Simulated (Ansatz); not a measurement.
KBi2, relaxed as a doublet with UKS r2SCAN-D4/def2-TZVP in Ansatz, starting from the GFN2-xTB geometry. Force threshold 0.02 eV/Å.

In the def2 sets Bi takes a core potential; there is no spin–orbit coupling. The structure comes from a short search, and lower isomers may exist.

Start:

```csv
atom,x (Å),y (Å),z (Å)
K1,-0.1784,-2.1015,-0.3106
Bi2,0.3165,0.6958,1.4497
Bi3,-0.1381,1.4058,-1.1391
```

**Question.** Estimate the energy that the relaxation releases and the steps that it takes.

**Answer.** 0.03 eV, in 5 steps; 22 s on 4 threads of Intel Xeon on a shared host. The force fell under the threshold at step 4, but the optimiser went on. No frequencies were taken in this run, so the end may be a saddle point.

**Question.** Does the start keep its bonding and symmetry?

**Answer.** By distances, no bond broke or formed. The bond that changes most is K1–Bi2, from 3.34 to 3.49 Å (atoms count from 1). The end is the same structure that another start reached, the lowest one found. Point group Cs at the start, Cs at the end, both within 0.05 Å.

**Question.** Predict the relaxed structure.

**Answer.** 
```xyz
3

K    -0.192   -2.098   -0.385
Bi    0.334    0.776    1.519
Bi   -0.142    1.323   -1.133
```
Bond lengths (bridged metal pairs left out): 2 × Bi–K 3.49 to 3.50 Å; 1 × Bi–Bi 2.75 Å.
